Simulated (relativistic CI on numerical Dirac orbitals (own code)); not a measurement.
## How well does a small relativistic CI reproduce Cu⁵⁺?

Method of calculation: Dirac-Coulomb-Breit CI, separate exchange-only KLI orbitals for each configuration, model QED, valence Slater integrals scaled by 0.9, configuration energies shifted to the measured levels that pair with them (semi-empirical) (own radial code, finite nucleus).

CI space (outside the closed core [Ne]): 3s2 3p6 3d6, 3s2 3p6 3d5 4s, 3s2 3p6 3d5 4p, 3s2 3p5 3d7, 3s2 3p6 3d5 4d, 3s2 3p4 3d8, 3s2 3p6 3d5 5s, 3s2 3p6 3d5 5p, 3s 3p6 3d7, 3s2 3p6 3d5 4f, 3s2 3p6 3d4 4s2, 3s2 3p6 3d5 5d, 3s2 3p6 3d5 5f, 3s2 3p6 3d5 5g, 3s2 3p6 3d4 4s 4p, 3s2 3p6 3d4 4p2, 3s2 3p6 3d4 4s 4d, 3s2 3p5 3d6 4s, 3p6 3d8, 3s2 3p6 3d4 4p 4d, 3s2 3p5 3d6 4p. Levels of other configurations are missing.

```csv
Configuration,Term (tabulated),J,Measured (cm⁻¹),Computed,Error,Purity (%)
3s2 3p6 3d6,5D,4,0.0,0,0,99
3s2 3p6 3d6,5D,3,1195.8,1175,-21,99
3s2 3p6 3d6,5D,2,1986.8,1944,-43,99
3s2 3p6 3d6,5D,1,2489.6,2431,-58,99
3s2 3p6 3d6,5D,0,2733.4,2667,-66,99
3s2 3p6 3d6,3P2,2,29285.0,26855,-2430,98
3s2 3p6 3d6,3H,6,30417.6,31238,820,99
3s2 3p6 3d6,3H,5,31009.2,31786,777,95
3s2 3p6 3d6,3H,4,31287.6,32475,1188,80
3s2 3p6 3d6,3P2,1,32684.9,30215,-2470,98
3s2 3p6 3d6,3F2,4,32756.0,31119,-1637,75
3s2 3p6 3d6,3F2,3,33295.8,32117,-1179,96
3s2 3p6 3d6,3F2,2,33739.6,32537,-1203,99
3s2 3p6 3d6,3P2,0,33867.8,31335,-2532,96
3s2 3p6 3d6,3G,5,37378.1,37448,70,94
3s2 3p6 3d6,3G,4,38468.9,38446,-23,93
3s2 3p6 3d6,3G,3,38907.4,38869,-38,96
3s2 3p6 3d6,1I,6,46405.8,47531,1126,99
3s2 3p6 3d6,3D,2,46714.2,45564,-1150,95
3s2 3p6 3d6,3D,1,46848.3,45736,-1113,99
3s2 3p6 3d6,3D,3,47119.1,46012,-1107,99
3s2 3p6 3d6,1G2,4,47611.6,45953,-1658,96
3s2 3p6 3d6,1S2,0,53786.6,49667,-4119,96
3s2 3p6 3d6,1D2,2,54747.1,52674,-2073,94
3s2 3p6 3d6,1F,3,64967.6,63884,-1084,97
3s2 3p6 3d6,3P1,0,74712.0,72053,-2659,99
3s2 3p6 3d6,3P1,1,75774.1,73122,-2652,99
3s2 3p6 3d6,3F1,2,77145.0,74829,-2316,99
3s2 3p6 3d6,3F1,4,77223.8,74975,-2249,98
3s2 3p6 3d6,3F1,3,77467.9,75192,-2276,97
3s2 3p6 3d6,3P1,2,77908.8,75240,-2669,99
3s2 3p6 3d6,1G1,4,87505.9,85593,-1913,98
3s2 3p6 3d6,1D1,2,117084.3,113996,-3089,99
3s2 3p6 3d5 4s,7S,3,250876.6,251092,216,99
3s2 3p6 3d5 4s,5S,2,265639.1,266039,400,99
3s2 3p6 3d5 4s,5G,6,299143.0,299137,-6,99
3s2 3p6 3d5 4s,5G,2,299250.6,299258,8,99
3s2 3p6 3d5 4s,5G,5,299256.0,299249,-7,99
3s2 3p6 3d5 4s,5G,3,299282.1,299282,0,99
3s2 3p6 3d5 4s,5G,4,299292.9,299287,-6,99
3s2 3p6 3d5 4s,3G,5,308997.5,309120,122,99
3s2 3p6 3d5 4s,3G,3,309046.1,309190,144,98
3s2 3p6 3d5 4s,3G,4,309110.8,309213,102,98
3s2 3p6 3d5 4s,3I,5,322791.9,321280,-1512,98
3s2 3p6 3d5 4s,3I,6,322804.7,321287,-1517,99
3s2 3p6 3d5 4s,3I,7,322877.3,321341,-1537,100
3s2 3p6 3d5 4p,7P°,2,342225.2,342309,84,98
3s2 3p6 3d5 4p,7P°,3,343276.6,343326,50,97
3s2 3p6 3d5 4p,7P°,4,345137.1,345087,-50,99
3s2 3p6 3d5 4p,5P°,3,355259.2,355533,274,97
3s2 3p6 3d5 4p,5P°,2,356131.2,356365,234,98
3s2 3p6 3d5 4p,5P°,1,356674.0,356873,199,99
3s2 3p6 3d5 4p,5G°,2,388191.7,388110,-81,93
3s2 3p6 3d5 4p,5G°,3,388236.1,388160,-76,88
3s2 3p6 3d5 4p,5G°,4,388312.3,388240,-73,84
3s2 3p6 3d5 4p,5G°,5,388442.1,388366,-76,83
3s2 3p6 3d5 4p,5G°,6,388707.5,388638,-70,87
3s2 3p6 3d5 4p,5H°,3,390618.2,390696,77,90
3s2 3p6 3d5 4p,5H°,4,391198.1,391198,0,78
3s2 3p6 3d5 4p,5D°,2,391986.5,394631,2645,66
3s2 3p6 3d5 4p,5H°,6,392593.6,392546,-48,86
3s2 3p6 3d5 4p,5H°,7,393090.2,393033,-58,99
3s2 3p6 3d5 4p,5D°,4,395407.1,397081,1674,78
```

Measured levels from Sugar and Musgrove, J. Phys. Chem. Ref. Data 19, 527 (1990); pairs were made by configuration, J and term (by order where the table uses no LS term), so strongly mixed levels may be paired wrongly.

Mean error by configuration (cm⁻¹): 3s2 3p6 3d6 -1245; 3s2 3p6 3d5 4s -276; 3s2 3p6 3d5 4p 277. Over the excited levels the mean absolute error is 954 cm⁻¹ (62 of the 63 excited levels that our extract of the source holds in range could be paired, and the others can miss by more), and the median relative error of those above 1,000 cm⁻¹ is 0.47 %, both after the shifts were fitted to these levels, so that a configuration with one level shows no error.

Configurations whose levels could be paired with our table of measured levels were shifted onto them, all but the ground configuration, by the median error of their levels; single terms can still be off by 1,000 to 2,000 cm⁻¹ or more, and rates follow the energies as ν³ (E1, M1) or ν⁵ (E2). The others borrow a shift and can be off by several thousand cm⁻¹ or more. 62 of the 63 excited levels that our extract of the measured tables holds in this range could be paired (the sources list more); they are missed by 954 cm⁻¹ on average and 4119 at most, after the shifts were fitted to these levels, and levels without a partner can miss by more.

Shifts applied (cm⁻¹): 3s2 3p6 3d6 0; 3s2 3p6 3d5 4s -4144; 3s2 3p6 3d5 4p -4865.
